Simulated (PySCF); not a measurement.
SMILES C(/F)=C/B, singlet, B3LYP/def2-SVP optimised geometry. Atoms within 1.6 Å of the plane z = 0.0 Å (x, y, z in Å): B1 (0.87, 0.59, 0.00), C2 (0.00, -0.68, 0.00), C3 (-1.34, -0.68, 0.00), F4 (-2.08, 0.42, 0.00), H5 (2.08, 0.50, 0.00), H6 (0.37, 1.68, 0.00), H7 (0.45, -1.68, 0.00), H8 (-1.98, -1.57, 0.00).

Calculation: B3LYP/def2-TZVP (PySCF 2.14.0). Cells within 0.4 Å of a nucleus heavier than hydrogen are left out (blank, or x).

Map of the log10 of the electron density (e/bohr³), floored at −4 on the plane z = 0.0 Å:

```
|0000000000000000000000000000000|
|0000000000000000000000000000000|
|0000000000000000000000000000000|
|0000000000000000000000000000000|
|0000000000000011111100000000000|
|0000000000000122332210000000000|
|0000000000001234444321100000000|
|0000000000112345555432210000000|
|0000001222223456776543321100000|
|0000123343333467887654433210000|
|0001234555544567887765544321000|
|0002346777654567888776655321000|
|001246789976556778x877765432000|
|0013468xxx8755677xxx88876432000|
|0013568xxx9766678xx888876432000|
|0013467999877778888777765431000|
|001245678888888x987666654321000|
|0001345678xx99xxx87655443210000|
|0001245678xx88xxx87544332100000|
|0001245788888888887543221000000|
|0001245788876678887543110000000|
|0001245688765567887542100000000|
|0000234566654456776432100000000|
|0000123445443345554421000000000|
|0000012333322233443220000000000|
|0000001122111122222100000000000|
|0000000000000001111000000000000|
|0000000000000000000000000000000|
|0000000000000000000000000000000|
|0000000000000000000000000000000|
|0000000000000000000000000000000|
```
Scale: ten equal steps from -4.00 (start of '0') to -0.116 (end of '9'), in the order '0123456789'; x runs from -4.50 to 4.50, y from -4.50 (bottom) to 4.50 (top).
